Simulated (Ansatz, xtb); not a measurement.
**C3H10OSeSi: which of two isomers lies lower**

Structure I is `CC[Se][SiH2]OC`, a singlet and structure II is `CC(C)O[SiH2][SeH]`, a singlet. Both are isolated molecules in the gas phase, relaxed with PBE0-D3(BJ)/def2-SVP, each in the lowest conformer that the search found.

Question: Estimate which is lower in electronic energy at CCSD(T)/def2-SVP + ΔMP2/def2-TZVPP, and by roughly how much.

Answer: The CCSD(T)/def2-SVP + ΔMP2/def2-TZVPP calculation puts structure II lower, by 7.1 kcal/mol.

The same difference at several levels:

```csv
level,geometry,E(II) − E(I) (kcal/mol),departure from the last row (kcal/mol),"job, with rough time for the two"
GFN2-xTB,GFN2-xTB,−10.8,−3.7,"optimisation, 0.47 s"
HF/STO-3G,GFN2-xTB,−1.6,+5.5,"single point, 0.54 s"
r2SCAN-D4/def2-SVP,GFN2-xTB,−8.0,−0.9,"single point, 4.3 s"
PBE0-D3(BJ)/def2-SVP,PBE0-D3(BJ)/def2-SVP,−8.2,−1.1,"optimisation, 72 s"
HF/def2-SVP,PBE0-D3(BJ)/def2-SVP,−10.1,−3.0,part of the CCSD(T) run
MP2/def2-SVP,PBE0-D3(BJ)/def2-SVP,−9.6,−2.5,part of the CCSD(T) run
CCSD(T)/def2-SVP,PBE0-D3(BJ)/def2-SVP,−10.3,−3.2,single point
CCSD(T)/def2-SVP + ΔMP2/def2-TZVPP,PBE0-D3(BJ)/def2-SVP,−7.1,,"single point, 1.8 min"
```

As drawn, II has 1 C–C, 1 Se–H in place of 1 C–Se, 1 C–H.

The levels shown agree on the order. The largest departure from CCSD(T)/def2-SVP + ΔMP2/def2-TZVPP is that of HF/STO-3G, 5.5 kcal/mol. The last row adds to CCSD(T) the change of the MP2 difference between the two basis sets, here +3.2 kcal/mol, a large step that makes the value less sure.

With thermal terms from frequencies at re-optimised GFN2-xTB minima (ideal gas, soft modes damped towards free rotors, one conformer each, 298.15 K, 1 atm): on the last row, ΔE + ΔZPE = −8.6, ΔH = −8.7, ΔG = −8.5 kcal/mol.

The correlated steps freeze 18 core orbitals; the filled d shell of Se is correlated, in a basis made for valence electrons. Run with Ansatz 0.2.0, xtb 6.7.1; the last row on 4 threads of Arm Neoverse V1 on a shared host.
